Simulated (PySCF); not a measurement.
# Broadened absorption spectrum of C4H4F4O2

Species: C₄H₄F₄O₂.
Atom-mapped SMILES: `[F:1][C@@H:2]1[CH2:3][C@@H:4]([F:5])[O:6][C:7]([F:8])([F:9])[O:10]1` (hydrogens: H11 on C2; H12, H13 on C3; H14 on C4)

Structure used (GFN2-xTB), in Å, numbered top down from 1:
```
atom  x, y, z in Å
F1    -0.194    1.542    1.316
C2    -0.336    1.270   -0.020
C3    -1.239    0.050   -0.174
C4    -0.432   -1.162    0.284
F5    -1.080   -2.307   -0.014
O6     0.792   -1.218   -0.428
C7     1.542   -0.102   -0.302
F8     2.574   -0.212   -1.134
F9     2.080   -0.046    0.948
O10    0.921    1.077   -0.592
H11   -0.739    2.177   -0.486
H12   -2.136    0.168    0.432
H13   -1.509   -0.081   -1.223
H14   -0.243   -1.158    1.370
```

Computed with TDDFT B3LYP/def2-SVPD, vertical, gas phase, core orbitals frozen in the response (PySCF 2.14.0, density-fitted response routines).

Broadening: Gaussians 0.4 eV wide at half height, area fixed by f = 4.319×10⁻⁹ ∫ε dν̃. The width is an assumption, not a result. The curve ends short of the highest state used, and states not computed would add to its high-energy end.

```tsv
E (eV)	ε (L mol⁻¹ cm⁻¹)
7.72	0
7.75	0
7.79	1
7.83	2
7.86	3
7.90	6
7.94	11
7.97	16
8.01	25
8.05	38
8.08	50
8.12	69
8.16	91
8.19	110
8.23	136
8.26	158
8.30	191
8.34	230
8.37	264
8.41	319
8.45	384
8.48	437
8.52	512
8.56	580
8.59	623
8.63	658
8.67	664
8.70	648
8.74	600
8.78	530
8.81	470
8.85	392
8.89	328
8.92	296
8.96	286
9.00	319
9.03	376
9.07	500
9.10	631
9.14	859
9.18	1149
9.21	1406
9.25	1797
9.29	2232
```

Question: Where are the band maxima, and which computed states make them?

Answer: 143 nm (8.66 eV), ε about 670, made up of S2 (97%) (ε in L mol⁻¹ cm⁻¹; maxima over ε = 5, shares over 10%). At its high-energy end, 9.29 eV, the curve is still rising (ε about 2200, from S3, S4, S5 and S6). The states used: S1 8.32 eV (f 0.0019); S2 8.67 eV (f 0.0096); S3 9.28 eV (f 0.011); S4 9.43 eV (f 0.0053); S5 9.50 eV (f 0.021); S6 9.55 eV (f 0.029); S7 9.81 eV (f 0.0029); S8 9.89 eV (f 0.020).

Question: What would ε be at 8.66 eV, the highest of these maxima, with half the width (0.2 eV)?

Answer: About 1290 L mol⁻¹ cm⁻¹ against 666, a factor of about 1.9; a lone state at its own centre would give exactly 2.

Question: Coming from long wavelengths, where does ε first pass 100 L mol⁻¹ cm⁻¹?

Answer: At about 152 nm (8.17 eV), 0.14 eV below S1.

Time: 1.8 min wall; peak memory 0.97 GiB. Hardware: an Arm Neoverse N1 with one thread, on a shared host.

One conformer stands for the species.

Without π bonds the low states are Rydberg-like; a valence basis with one diffuse set may place them up to an eV too high.
